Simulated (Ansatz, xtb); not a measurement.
# ClFHSiTe: 3 structures ranked

3 gas-phase structures of ClFHSiTe, found in a search over its isomers (lower ones may exist). Each was relaxed with GFN2-xTB; where two conformers were screened, the lower at r2SCAN-D4/def2-SVP is listed:

A. `F[Si@H](Cl)[Te]`, a doublet
B. `F[Si](Cl)[TeH]`, a doublet
C. `F[SiH][Te]Cl`, a doublet

Question: Make a reasoned guess at their ranking by r2SCAN-D4/def2-SVP single-point energy.

Answer: Calculated order at r2SCAN-D4/def2-SVP: A (0.0), B (16.5), C (46.9) kcal/mol.

Energies above the lowest of each column, in kcal/mol; the last columns are at PBE0-D3(BJ)/def2-SVP geometries and were run for some of them only (a dash: not run or not comparable):

| structure | GFN2-xTB | HF/STO-3G | r2SCAN-D4/def2-SVP | PBE0-D3(BJ)/def2-SVP | CCSD(T)/def2-SVP + ΔMP2/def2-TZVPP |
| --- | --- | --- | --- | --- | --- |
| A | 0.0 | 0.0 | 0.0 | 0.0 | 0.0 |
| B | 13.8 | 22.6 | 16.5 | 17.4 | 20.0 |
| C | 22.0 | 45.5 | 46.9 | – | – |

Every level run on A puts it lowest or level with the lowest. Flexible structures stand in one conformer each, not always the lowest. Frequencies (PBE0-D3(BJ)/def2-SVP) were run for A, B alone. Open shells are spin-unrestricted. Atoms past krypton carry core potentials in the def2 sets, without spin–orbit terms. ΔMP2 is the change of the MP2 energy from the smaller to the larger basis.

Programs: Ansatz 0.2.0, xtb 6.7.1.
